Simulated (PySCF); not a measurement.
Ligand exchange on a metal centre used in film growth or etching (Hf Br-H). Isolated molecules, 0 K electronic values unless said otherwise.

Calculation: B3LYP-D3(BJ)/def2-TZVP // TPSS-D3(BJ)/def2-SVP (PySCF). B3LYP has the VWN-RPA correlation part, as in Gaussian. 

| species | coordination number | mean distance from the central atom to its bonded neighbours (Å) |
|---|---|---|
| 0 of 4 Br replaced by H ([Hf(Br)4]) | (withheld) | 2.486 |
| 1 of 4 Br replaced by H ([Hf(Br)3(H)]) | 4 | 2.323 |
| 2 of 4 Br replaced by H | 4 | 2.165 |
| 3 of 4 Br replaced by H ([Hf(Br)(H)3]) | 4 | (withheld) |

Fill in the missing entries.


- 0 of 4 Br replaced by H ([Hf(Br)4]), coordination number: 4
- 3 of 4 Br replaced by H ([Hf(Br)(H)3]), mean distance from the central atom to its bonded neighbours (Å): 2.007
